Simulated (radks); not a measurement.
Q: The mean radii <r> (bohr) of the occupied orbitals of an atom or ion are listed with their occupations. All-electron calculation, scalar-relativistic Kohn-Sham, PBE, spin-unpolarised, spherical densities, point nucleus. Program: a radial shooting solver on a logarithmic mesh with Libxc functionals.

orbital  occ.      <r>
1s          2  0.01966
2s          2  0.08316
2p          6  0.07396
3s          2   0.2128
3p          6   0.2113
3d         10   0.1903
4s          1   0.4235

Name the element and its charge.

A: Z = 70, ytterbium, charge +41: Yb41+ in [Ar] 3d10 4s1. The 1s radius gives Z: for a bare nucleus <r> = (2 gamma + 1)/(2Z) with gamma = sqrt(1 - (Z/c)^2), 0.01942 bohr for Z = 70, and screening makes it slightly larger (0.01966 here). The occupations add up to 29, and the charge is Z minus that.
